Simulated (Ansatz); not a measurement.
Calculation: frozen-core CCSD(T)/cc-pVTZ // CAM-B3LYP-D3(BJ)/def2-TZVP (Ansatz, an electronic-structure program).

Ansatz 0.2 input:
```yaml
crystal:
  periodic: [false, false, false]
  atoms:
    - { symbol: Ge, position_ang: [0.000001, -0.000001, 0.0] }
    - { symbol: H, position_ang: [-0.614167, 1.147312, -0.860222] }
    - { symbol: H, position_ang: [-0.044827, -1.117944, -1.08706] }
    - { symbol: H, position_ang: [1.084728, 0.849923, 0.7311] }
    - { symbol: H, position_ang: [-0.425736, -0.879292, 1.216185] }
basis:
  gaussian: { orbitals: cc-pVTZ }
correlation:
  method: ccsd_t
total_charge: 1
magnetization:
  spin_polarized: true
  initial_magnetization: 1
```

Output:

```
Functional definition: HF
575 factors; integrals over basis functions are off by at most 7.9e-4 eV
mean field evaluation 1: about -56525.6852 eV, gradient 7.0e0 eV
mean field evaluation 2: about -56525.6862 eV, gradient 7.0e0 eV
mean field evaluation 4: about -56526.2902 eV, gradient 1.4e0 eV
mean field evaluation 8: about -56526.3246 eV, gradient 6.0e-4 eV
mean field evaluation 16: about -56526.3226 eV, gradient 1.7e-1 eV
mean field evaluation 32: about -56524.5321 eV, gradient 7.3e-2 eV
mean field evaluation 64: about -56524.5322 eV, gradient 1.7e-3 eV
mean field -56526.32460199 eV, -2077.3041142044 hartree, gradient 2.0e-6 eV, S^2 0.797354; 4 other end points of the search recorded, 0 dependent functions left out
determinant -56526.32460199 eV, -2077.3041142044 hartree, with singles and doubles -56532.68716148 eV, -2077.5379339528 hartree
determinant -56524.53218505 eV, -2077.2382440966 hartree, with singles and doubles -56530.65412052 eV, -2077.4632210757 hartree
9 core orbitals not correlated
reference -56526.32460199 eV, -2077.3041142044 hartree; 9, 8 occupied and 81, 82 virtual orbitals, 575 factors
second order -5.51393922 eV of doubles, -0.00000000 eV of singles
cycle   1  -6.23720406 eV  change   -3.7e-1 eV  update   2.4e-2
cycle   2  -6.25666953 eV  change   -1.9e-2 eV  update   6.8e-3
cycle   3  -6.26077787 eV  change   -4.1e-3 eV  update   3.1e-3
cycle   4  -6.26447551 eV  change   -3.7e-3 eV  update   1.3e-3
cycle   5  -6.26465605 eV  change   -1.8e-4 eV  update   4.9e-4
cycle   6  -6.26502191 eV  change   -3.7e-4 eV  update   1.6e-4
cycle   7  -6.26494870 eV  change    7.3e-5 eV  update   4.5e-5
cycle   8  -6.26495048 eV  change   -1.8e-6 eV  update   1.5e-5
perturbative correction -0.24232462 eV, -0.0089052657 hartree
Total energy: -56532.83187709 eV, -2077.5432521535 hartree
```

Cost: roughly 15 core-seconds.
